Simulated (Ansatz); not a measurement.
CH5BSi, SMILES `CB=[SiH2]` (charge 0, multiplicity 1).

Cartesian coordinates (Å):
```xyz
8

C     -1.4530    -0.0149    -0.0539
B      0.0587     0.0005     0.0985
Si     1.8839     0.0081    -0.2959
H     -1.7653     0.8537    -0.6475
H     -1.7553    -0.8986    -0.6297
H     -2.0021    -0.0074     0.8901
H      2.5041     1.2572     0.2192
H      2.5291    -1.1988     0.2846
```
Charge 0, spin multiplicity 1.

Frozen-core energies in 6-31g from Ansatz (a first-principles code) at a geometry from B3LYP-D3(BJ)/def2-TZVP; the HF reference has <S^2> = 0.00 (restricted, and unstable towards unrestricted orbitals) and the T1 diagnostic is 0.021.

```csv
level,energy (Ha)
HF,-354.22114
MP2,-354.41692
CCSD,-354.45973
```

Q: Estimate the energies of CCSD(T), CCSDT and CCSDT(Q), and give each level's difference from CCSDT(Q).

A: 
```json
[
 {"level": "MP2", "energy (Ha)": "-354.41692", "difference from CCSDT(Q) (mHa)": "51.48"},
 {"level": "CCSD", "energy (Ha)": "-354.45973", "difference from CCSDT(Q) (mHa)": "8.67"},
 {"level": "CCSD(T)", "energy (Ha)": "-354.46687", "difference from CCSDT(Q) (mHa)": "1.53"},
 {"level": "CCSDT", "energy (Ha)": "-354.46799", "difference from CCSDT(Q) (mHa)": "0.41"},
 {"level": "CCSDT(Q)", "energy (Ha)": "-354.46840", "difference from CCSDT(Q) (mHa)": "0.00"}
]
```
